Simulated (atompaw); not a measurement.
Building the PAW (atompaw) potential for N (Z = 7) (PBEsol, scalar-relativistic).

atompaw 4.2.0.5 input, output lines left out:

```
N 7
GGA-PBESOL scalarrelativistic loggrid 1500 logderivrange -3 5 201
2 2 0 0 0 0
2 0 1.5
2 1 3.5
0 0 0
c
v
v
2
2.10 1.65 1.45 1.65
y
-0.95
n
y
1.65
n
y
0.05
n
custom rrkj vanderbiltortho besselshape
3 0 ultrasoft
2.10
1.15
2.10
2.10
2.10
```

All-electron outer shells of the reference configuration (PBEsol, scalar-relativistic, ld1.x):

```json
{"shell": "1s", "level (eV)": "-383.50", "outermost node (bohr)": "–", "outermost maximum (bohr)": "0.15"}
{"shell": "2s", "level (eV)": "-18.69", "outermost node (bohr)": "0.32", "outermost maximum (bohr)": "1.02"}
{"shell": "2p", "level (eV)": "-7.25", "outermost node (bohr)": "–", "outermost maximum (bohr)": "0.98"}
```

Problem. Estimate the cutoffs (Ry, on a coarse ladder) from which the occupation-weighted sum of valence levels, in a spherical-Bessel basis at the reference potential, stays within 10 and 1 mRy of its value at 400 Ry.

Solution. 15 Ry and 21 Ry.

Problem. What does a ghost test show?

Solution. No extra level below or beside the all-electron valence levels (s, p, d, f tested).

Problem. Is the overlap operator S = 1 + Σ q|β⟩⟨β| positive definite (Bessel basis up to 400 Ry)?

Solution. Yes: its lowest eigenvalue is 0.19 (s channel).

Problem. Which valence shell sets the plane-wave cutoff?

Solution. 2p: its level needs 15 Ry to come within 1 mRy, against 12 Ry for 2s.
